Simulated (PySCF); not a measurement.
Electron correlation in B⁺ (boron, charge +1)

[He] 2s2, closed-shell 1S. Calculation: PySCF 2.14, in jorge-DZP-DKH (4s2p1d, 15 functions); the spin-free X2C one-electron Hamiltonian (Gaussian nucleus). Frozen: 1s2; 2 electrons correlated.

Total MP2 correlation energy: -33.21 mhartree.

Same-spin part 0.00 and opposite-spin part -33.21 mhartree; SCS-MP2 scales them by 1/3 and 6/5 to -39.85 mhartree.

With two correlated electrons CCSD is exact within the correlated space (frozen core and kept virtual orbitals).

| level | correlation energy (mhartree) |
| --- | --- |
| CCSD | -59.19 |

Diagnostics: T1 = 0.011, D1 = 0.0160, largest double amplitude 0.152.

Problem. Is a single reference adequate?

Solution. Not fully. A double-excitation amplitude exceeds 0.15, a sign of near-degeneracy.
